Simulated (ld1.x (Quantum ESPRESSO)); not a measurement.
As, ultrasoft: configuration errors across variants

ld1.x (Quantum ESPRESSO) 7.5 input, shortened:

```
&input
   title='As', zed=33., rel=1, dft='PZ', iswitch=3,
   config='[Ar] 3d10 4s1.75 4p3.25 4d-2'
 /
 &inputp
   pseudotype=3, tm=.true., lloc=-1, rcloc=1.50,
   nlcc=.true., rcore=1.40,
   which_augfun='PSQ', rmatch_augfun_nc=.true.
 /
5
4S  1  0   1.75   0.00  1.60  1.85  0.0
4S  1  0   0.00  -0.80  1.60  1.85  0.0
4P  2  1   3.25   0.00  1.45  1.65  0.0
4P  2  1   0.00   1.50  1.45  1.65  0.0
4D  3  2  -2.00   0.10  1.35  1.50  0.0
 &test
   configts(1)='4s1.75 4p3.25'
 /
```

All-electron excitation energies from the reference (eV): (1) 4s2 4p3 -2.347; (2) 4s2 4p2 6.978; (3) 4s2 4p1 25.141; (4) 4s0 4p5 16.859; (5) 4s1 4p3 17.140; (6) 4s1 4p4 7.136; (7) 4s2 4p3.3 -3.625; (8) 4s1.75 4p3.25 spin -1.347; (9) 4s2 4p3 spin -3.671.

Spin tests fill each open shell by Hund’s rule, majority spin first.

A true bound ghost makes a file unfit for plane-wave use even where its test errors are small: the radial tests pick states by their node count and pass the ghost by.

Errors AE − PS in meV (a dash: test not solved or not reliable):

```csv
change,(1),(2),(3),(4),(5),(6),(7),(8),(9),bound ghosts
base,+0.1,-3.6,-33,-6.0,-13,-1.5,-0.2,+23,+23,none
local potential all-electron potential smoothed inside 0.76 bohr (lloc = -1),–,–,–,–,–,–,–,–,–,"s, p"
local potential all-electron potential smoothed inside 0.86 bohr (lloc = -1),+0.1,-3.6,-33,-5.9,-13,-1.5,-0.2,+23,+23,s
local potential all-electron potential smoothed inside 1.02 bohr (lloc = -1),+0.1,-3.6,-33,-6.0,-13,-1.5,-0.2,+23,+23,s
local potential all-electron potential smoothed inside 1.36 bohr (lloc = -1),+0.1,-3.6,-33,-6.0,-13,-1.5,-0.2,+23,+23,none
local potential all-electron potential smoothed inside 1.56 bohr (lloc = -1),+0.1,-3.6,-33,-6.0,-13,-1.5,-0.2,+23,+23,none
local potential all-electron potential smoothed inside 1.72 bohr (lloc = -1),+0.1,-3.6,-33,-6.0,-13,-1.5,-0.2,+23,+23,none
local potential all-electron potential smoothed inside 1.82 bohr (lloc = -1),+0.1,-3.6,-33,-6.0,-13,-1.5,-0.2,+23,+23,none
local potential all-electron potential smoothed inside 1.96 bohr (lloc = -1),+0.1,-3.6,-33,-6.0,-13,-1.5,-0.2,+23,+23,none
local potential all-electron potential smoothed inside 2.16 bohr (lloc = -1),+0.1,-3.6,-33,-6.0,-13,-1.5,-0.2,+23,+23,none
```

**Question.** Give the same row for: local potential all-electron potential smoothed inside 1.20 bohr (lloc = -1).

**Answer.** +0.1, -3.6, -32, -6.0, -13, -1.5, -0.2, +23, +23; bound ghosts: none.
